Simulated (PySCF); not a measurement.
A calculated (MN15, PySCF 2.14, x2c-SVPall, scalar relativity by spin-free X2C-1e) atom or ion has these occupied shells.

```json
{"shell": "1s β", "electrons": "1", "orbital energy (eV)": "-8219.0", "rms radius, mean of both spins (bohr)": "0.0625"}
{"shell": "1s α", "electrons": "1", "orbital energy (eV)": "-8218.9", "rms radius, mean of both spins (bohr)": "0.0625"}
{"shell": "2s α", "electrons": "1", "orbital energy (eV)": "-992.95", "rms radius, mean of both spins (bohr)": "0.267"}
{"shell": "2s β", "electrons": "1", "orbital energy (eV)": "-992.74", "rms radius, mean of both spins (bohr)": "0.267"}
{"shell": "2p α", "electrons": "3", "orbital energy (eV)": "-869.50", "rms radius, mean of both spins (bohr)": "0.238"}
{"shell": "2p β", "electrons": "3", "orbital energy (eV)": "-869.07", "rms radius, mean of both spins (bohr)": "0.238"}
{"shell": "3s α", "electrons": "1", "orbital energy (eV)": "-132.05", "rms radius, mean of both spins (bohr)": "0.803"}
{"shell": "3s β", "electrons": "1", "orbital energy (eV)": "-130.86", "rms radius, mean of both spins (bohr)": "0.803"}
{"shell": "3p α", "electrons": "3", "orbital energy (eV)": "-95.838", "rms radius, mean of both spins (bohr)": "0.851"}
{"shell": "3p β", "electrons": "3", "orbital energy (eV)": "-93.983", "rms radius, mean of both spins (bohr)": "0.851"}
{"shell": "3d α", "electrons": "5", "orbital energy (eV)": "-33.043", "rms radius, mean of both spins (bohr)": "1.10"}
{"shell": "3d β", "electrons": "3", "orbital energy (eV)": "-30.968", "rms radius, mean of both spins (bohr)": "1.10"}
```

**Question.** Name the element and its charge.

**Answer.** Ni²⁺ (nickel, charge +2), in [Ar] 3d8, high-spin 3F determinant.
